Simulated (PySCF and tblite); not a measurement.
Values are calculated unless marked as measured or tabulated.
C₈H₆S₂, numbered as in [SH:1][c:2]1[cH:3][cH:4][c:5]2[cH:6][cH:7][s:8][c:9]2[cH:10]1.

Search: ETKDG and KDG, MMFF94s, GFN2-xTB, 60 starts; geometries at GFN2-xTB. Weights use B3LYP-D3(BJ)/def2-SVP energies plus GFN2-xTB zero-point and thermal terms (modes under about 100 cm⁻¹ blended into free rotors). Symmetry numbers and mirror images are counted. Conformers within 2.5 kcal/mol (GFN2-xTB free energy) were kept, 4 at most. Programs: PySCF with density fitting and tblite.

An NOE distance is ⟨r⁻⁶⟩^(−1/6) over all pairs of like atoms and, for the average, over conformers.

Torsions listed: H1–S1–C2–C3.

| conformer | shape | weight % |
| --- | --- | --- |
| 1 | 1° | 50.5 |
| 2 | 180° | 49.5 |

**Question.** Which H–H contacts under 3.5 Å would NOEs report (pairs on one atom left out) at 298.15 K?

**Answer.** 
```
      pair  in 1 (Å)  in 2 (Å)  average (Å)
 H3 ··· H4      2.46      2.47         2.46
 H1 ··· H3      2.26      3.98         2.52
H1 ··· H10      4.00      2.29         2.56
 H6 ··· H7      2.61      2.61         2.61
 H4 ··· H6      2.79      2.79         2.79
```

Longer pairs under the limit may be missing.

The minima are those of GFN2-xTB; planar forms about aryl–S or allylic bonds may be saddles in DFT.
